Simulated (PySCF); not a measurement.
Gas-phase reaction: GaH₃.NH₃ + 4 NH ⇌ GaNH₂ + 4 NH₂

Energies from PySCF, thermal terms from the rigid-rotor harmonic-oscillator model, ideal gas at 1 bar. † marks an energy on the PBE0/def2-TZVP geometry and frequencies; other levels use their own. 6-31G* has spherical d functions here. Open shells (unrestricted): NH (multiplicity 3), NH₂ (multiplicity 2); the rest are closed-shell singlets. B3LYP is the form with VWN-RPA correlation. Ga: all electrons, no relativistic terms. Adducts (GaH₃.NH₃) have no counterpoise correction, and HF, PBE, BLYP, B3LYP and PBE0 lack dispersion. GaH₃.NH₃, GaNH₂: computed as isolated molecules; such fragments, hydroxides, amides, oligomers or adducts are transient or little studied in the gas.

```csv
level,"ΔH°(298 K), kJ"
B3LYP/6-31G*,(withheld)
BLYP/def2-TZVP†,-646
M06-2X/def2-TZVP†,-585
PBE0/def2-SVP†,(withheld)
LDA/def2-TZVP†,-716
```

**Question.** Fill in the missing entries.

**Answer.** 
- B3LYP/6-31G*, ΔH°(298 K), kJ: -558
- PBE0/def2-SVP†, ΔH°(298 K), kJ: -556
